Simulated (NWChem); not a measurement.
System: MgSiH₄O; SMILES [MgH][O][SiH3]

NWChem input:

```
start job
memory heap 200 mb stack 900 mb global 1100 mb
geometry units angstroms noautosym nocenter noautoz
  Mg     0.007277     1.934683     0.006172
  H      0.016540     3.623183     0.013208
  O     -0.000667     0.132455     0.000078
  Si    -0.000320    -1.503191    -0.000632
  H     -1.080880    -2.054045    -0.883813
  H     -0.224419    -2.054346     1.376749
  H      1.305116    -2.053091    -0.495320
end
basis spherical
  * library 6-31g*
end
dft
  xc hfexch
  iterations 150
end
property
  shielding 5 1 2 3 4 5
end
task dft property
```

Parts of the log:

```
             Northwest Computational Chemistry Package (NWChem) 7.3.0
             --------------------------------------------------------

                             Geometry "geometry" -> ""
                             -------------------------

 Output coordinates in angstroms (scale by  1.889725989 to convert to a.u.)

  No.       Tag          Charge          X              Y              Z
 ---- ---------------- ---------- -------------- -------------- --------------
    1 Mg                  12.0000     0.00727700     1.93468300     0.00617200
    2 H                    1.0000     0.01654000     3.62318300     0.01320800
    3 O                    8.0000    -0.00066700     0.13245500     0.00007800
    4 Si                  14.0000    -0.00032000    -1.50319100    -0.00063200
    5 H                    1.0000    -1.08088000    -2.05404500    -0.88381300
    6 H                    1.0000    -0.22441900    -2.05434600     1.37674900
    7 H                    1.0000     1.30511600    -2.05309100    -0.49532000

 Effective nuclear repulsion energy (a.u.)     121.8466419486

  xc_inp: hfexch multiplicative factor not found.
                              NWChem Property Module
                              ----------------------

  itol2e modified to match energy
  convergence criterion.

                                 NWChem DFT Module
                                 -----------------

 Summary of "ao basis" -> "ao basis" (spherical)
 ------------------------------------------------------------------------------
       Tag                 Description            Shells   Functions and Types
 ---------------- ------------------------------  ------  ---------------------
 Mg                          6-31g*                  8       18   4s3p1d
 H                           6-31g*                  2        2   2s
 O                           6-31g*                  6       14   3s2p1d
 Si                          6-31g*                  8       18   4s3p1d

  itol2e modified to match energy
  convergence criterion.

            General Information
            -------------------
          SCF calculation type: DFT
          Wavefunction type:  closed shell.
          No. of atoms     :     7
          No. of electrons :    38
           Alpha electrons :    19
            Beta electrons :    19
          Charge           :     0
          Spin multiplicity:     1
          Use of symmetry is: off; symmetry adaption is: off
          Maximum number of iterations: 150
          AO basis - number of functions:    58
                     number of shells:    30
          Convergence on energy requested:  1.00D-07
          Convergence on density requested:  1.00D-05
          Convergence on gradient requested:  5.00D-04

              XC Information
              --------------
                     Hartree-Fock (Exact) Exchange  1.000

      Superposition of Atomic Density Guess
      -------------------------------------

 Sum of atomic energies:        -565.15980920

      Non-variational initial energy
      ------------------------------

 Total energy =    -565.633634
 1-e energy   =   -1027.417297
 2-e energy   =     339.937021
 HOMO         =      -0.391253
 LUMO         =      -0.048404

   convergence    iter        energy       DeltaE   RMS-Dens  Diis-err
 ---------------- ----- ----------------- --------- --------- ---------
 d= 0,ls=0.0,diis     1   -565.6607588979 -6.88D+02  1.32D-02  8.06D-01
 d= 0,ls=0.0,diis     2   -565.7209999233 -6.02D-02  5.34D-03  4.62D-01
 d= 0,ls=0.0,diis     3   -565.7662136004 -4.52D-02  1.51D-03  3.58D-03
 d= 0,ls=0.0,diis     4   -565.7674001413 -1.19D-03  2.25D-04  6.03D-05
 d= 0,ls=0.0,diis     5   -565.7674251866 -2.50D-05  5.18D-05  3.57D-06
  Resetting Diis
 d= 0,ls=0.0,diis     6   -565.7674264866 -1.30D-06  1.21D-05  2.44D-07
 d= 0,ls=0.0,diis     7   -565.7674265607 -7.41D-08  2.28D-06  1.43D-08

         Total DFT energy =     -565.767426560689
      One electron energy =    -1030.193182761251
           Coulomb energy =      388.796906608623
    Exchange-Corr. energy =      -46.217792356684
 Nuclear repulsion energy =      121.846641948623

 Numeric. integr. density =        0.000000000000

                       DFT Final Molecular Orbital Analysis
                       ------------------------------------

 Vector   17  Occ=2.000000D+00  E=-4.209056D-01
              MO Center= -3.2D-01, -1.1D+00, -1.1D-01, r^2= 2.8D+00
   Bfn.  Coefficient  Atom+Function         Bfn.  Coefficient  Atom+Function
  ----- ------------  ---------------      ----- ------------  ---------------
    54      0.346894  5 H  s                 25      0.291707  3 O  pz
    29      0.257757  3 O  pz                23      0.249066  3 O  px
    56     -0.228035  6 H  s                 53      0.222328  5 H  s
    27      0.220077  3 O  px                43     -0.191259  4 Si pz
    41     -0.163314  4 Si px                55     -0.146168  6 H  s

 Vector   18  Occ=2.000000D+00  E=-4.208980D-01
              MO Center=  3.2D-01, -1.1D+00,  1.1D-01, r^2= 2.8D+00
   Bfn.  Coefficient  Atom+Function         Bfn.  Coefficient  Atom+Function
  ----- ------------  ---------------      ----- ------------  ---------------
    58      0.331994  7 H  s                 23     -0.291729  3 O  px
    56     -0.269103  6 H  s                 27     -0.257784  3 O  px
    25      0.249105  3 O  pz                29      0.220122  3 O  pz
    57      0.212778  7 H  s                 41      0.191245  4 Si px
    55     -0.172460  6 H  s                 43     -0.163291  4 Si pz

 Vector   19  Occ=2.000000D+00  E=-4.074858D-01
              MO Center=  1.5D-02,  3.3D+00,  1.2D-02, r^2= 1.5D+00
   Bfn.  Coefficient  Atom+Function         Bfn.  Coefficient  Atom+Function
  ----- ------------  ---------------      ----- ------------  ---------------
    20      0.346274  2 H  s                  6      0.295120  1 Mg s
    19      0.292420  2 H  s                  8      0.205108  1 Mg py
    10      0.132686  1 Mg s                  2     -0.131429  1 Mg s
     4     -0.119236  1 Mg py                28     -0.089760  3 O  py
    18     -0.087071  1 Mg d  2              12      0.081336  1 Mg py

 Vector   20  Occ=0.000000D+00  E= 5.959076D-02
              MO Center= -2.7D-01,  1.5D+00, -2.0D-01, r^2= 6.2D+00
   Bfn.  Coefficient  Atom+Function         Bfn.  Coefficient  Atom+Function
  ----- ------------  ---------------      ----- ------------  ---------------
    10      1.354699  1 Mg s                 12     -0.507277  1 Mg py
    44     -0.461074  4 Si s                 20     -0.371841  2 H  s
     6     -0.257514  1 Mg s                 26     -0.214508  3 O  s
     2     -0.172530  1 Mg s                  8      0.151125  1 Mg py
    42      0.119483  4 Si py                18      0.111266  1 Mg d  2

 Vector   21  Occ=0.000000D+00  E= 6.006895D-02
              MO Center=  1.3D-02,  2.1D+00,  5.1D-03, r^2= 7.9D+00
   Bfn.  Coefficient  Atom+Function         Bfn.  Coefficient  Atom+Function
  ----- ------------  ---------------      ----- ------------  ---------------
    13      0.782235  1 Mg pz                11     -0.613505  1 Mg px
    47     -0.137625  4 Si pz                45      0.107972  4 Si px
    29     -0.092539  3 O  pz                25     -0.076578  3 O  pz
    56      0.074268  6 H  s                 27      0.072570  3 O  px
    58     -0.072770  7 H  s                  5     -0.064420  1 Mg pz

 Vector   22  Occ=0.000000D+00  E= 6.007855D-02
              MO Center=  2.8D-01,  2.1D+00,  2.2D-01, r^2= 7.8D+00
   Bfn.  Coefficient  Atom+Function         Bfn.  Coefficient  Atom+Function
  ----- ------------  ---------------      ----- ------------  ---------------
    11      0.775056  1 Mg px                13      0.608167  1 Mg pz
    10      0.180967  1 Mg s                 45     -0.136244  4 Si px
    47     -0.106875  4 Si pz                27     -0.091762  3 O  px
    54     -0.078320  5 H  s                 23     -0.075982  3 O  px
    12     -0.075485  1 Mg py                29     -0.072015  3 O  pz

     Multipole analysis of the density
     ---------------------------------

     L   x y z        total         alpha         beta         nuclear
     -   - - -        -----         -----         ----         -------
     0   0 0 0      0.000000    -19.000000    -19.000000     38.000000

     1   1 0 0     -0.000407     -0.088893     -0.088893      0.177379
     1   0 1 0      0.439679     -0.434821     -0.434821      1.309321
     1   0 0 1     -0.000144     -0.072509     -0.072509      0.144874

     2   2 0 0    -22.152561    -16.295226    -16.295226     10.437890
     2   1 1 0     -0.046185     -0.445528     -0.445528      0.844870
     2   1 0 1      0.000252     -0.001011     -0.001011      0.002275
     2   0 2 0    -30.781993   -198.359074   -198.359074    365.936155
     2   0 1 1     -0.035160     -0.389931     -0.389931      0.744703
     2   0 0 2    -22.152430    -16.294508    -16.294508     10.436587

          -----------------------------------------
          Chemical Shielding Tensors (GIAO, in ppm)
          -----------------------------------------

                                NWChem CPHF Module
                                ------------------

  scftype          =     RHF
  nclosed          =       19
  nopen            =        0
  variables        =      741
  # of vectors     =        3
  tolerance        = 0.10D-03
  level shift      = 0.00D+00
  max iterations   =       50
  max subspace     =       30

 SCF residual:    7.1121641021478030E-005

Iterative solution of linear equations
  No. of variables      741
  No. of equations        3
  Maximum subspace       30
        Iterations       50
       Convergence  1.0D-04

   iter   nsub   residual    time
   ----  ------  --------  ---------
     1      3    7.80D-01       7.0
     2      6    7.35D-02       8.1
     3      9    1.26D-02       9.1
     4     12    2.03D-03      10.1
     5     15    3.45D-04      11.1
     6     18    6.08D-05      12.2

      Atom:    1  Mg
        Diamagnetic
    709.8713     -0.0049     -0.0001
     -0.0049    710.9137     -0.0030
     -0.0001     -0.0030    709.8713

        Paramagnetic
   -216.7674      1.0154      0.0035
      1.0154     -1.9815      0.7806
      0.0035      0.7806   -216.7694

        Total Shielding Tensor
    493.1039      1.0105      0.0034
      1.0105    708.9322      0.7776
      0.0034      0.7776    493.1019

           isotropic =     565.0460
          anisotropy =     215.8406

          Principal Components and Axis System
                 1           2           3
              708.9398    493.0994    493.0989

      1         0.0047      0.7426      0.6698
      2         1.0000     -0.0011     -0.0058
      3         0.0036     -0.6698      0.7426

      Atom:    2  H
        Diamagnetic
     23.2093      0.0489      0.0002
      0.0489     32.3707      0.0373
      0.0002      0.0373     23.2092

        Paramagnetic
      1.4090     -0.0099     -0.0001
     -0.0099     -0.2001     -0.0075
     -0.0001     -0.0075      1.4090

        Total Shielding Tensor
     24.6183      0.0390      0.0001
      0.0390     32.1706      0.0298
      0.0001      0.0298     24.6182

           isotropic =      27.1357
          anisotropy =       7.5528

          Principal Components and Axis System
                 1           2           3
               32.1709     24.6182     24.6181

      1         0.0052     -0.6905      0.7234
      2         1.0000      0.0007     -0.0065
      3         0.0039      0.7234      0.6904

      Atom:    3  O
        Diamagnetic
    383.8010      0.0348      0.0004
      0.0348    423.7389      0.0446
      0.0004      0.0446    383.8009

        Paramagnetic
    -49.6424      0.3030      0.0201
      0.3030    -80.1509      0.1809
      0.0201      0.1809    -49.6452

        Total Shielding Tensor
    334.1586      0.3378      0.0205
      0.3378    343.5880      0.2255
      0.0205      0.2255    334.1557

           isotropic =     337.3008
          anisotropy =       9.4571

          Principal Components and Axis System
                 1           2           3
              343.6055    334.1610    334.1358

      1         0.0358      0.6502      0.7589
      2         0.9991     -0.0414     -0.0116
      3         0.0239      0.7586     -0.6511

      Atom:    4  Si
        Diamagnetic
    874.9622     -0.0019     -0.0011
     -0.0019    883.9675      0.0040
     -0.0011      0.0040    874.9623

        Paramagnetic
   -421.5940     -0.0483      0.0424
     -0.0483   -333.9085      0.0225
      0.0424      0.0225   -421.5986

        Total Shielding Tensor
    453.3682     -0.0502      0.0413
     -0.0502    550.0590      0.0265
      0.0413      0.0265    453.3637

           isotropic =     485.5970
          anisotropy =      96.6931

          Principal Components and Axis System
                 1           2           3
              550.0590    453.4073    453.3245

      1        -0.0005      0.7257     -0.6880
      2         1.0000      0.0002     -0.0006
      3         0.0003      0.6880      0.7257

      Atom:    5  H
        Diamagnetic
     31.2121      3.9918      5.2143
      3.9918     29.0828      3.2640
      5.2143      3.2640     29.0952

        Paramagnetic
     -3.8279     -1.5174     -2.8086
     -1.5174     -0.1925     -1.2399
     -2.8086     -1.2399     -2.6868

        Total Shielding Tensor
     27.3842      2.4744      2.4057
      2.4744     28.8903      2.0242
      2.4057      2.0242     26.4084

           isotropic =      27.5609
          anisotropy =       7.1473

          Principal Components and Axis System
                 1           2           3
               32.3258     25.9155     24.4416

      1         0.5667      0.5277     -0.6328
      2         0.6812     -0.7321     -0.0004
      3         0.4634      0.4308      0.7744
```

Level: Hartree-Fock/6-31G* (spherical d), GIAO. Geometry: optimised at PBE0/def2-SVP. The printed shielding anisotropy is the first printed principal value minus the mean of the other two.
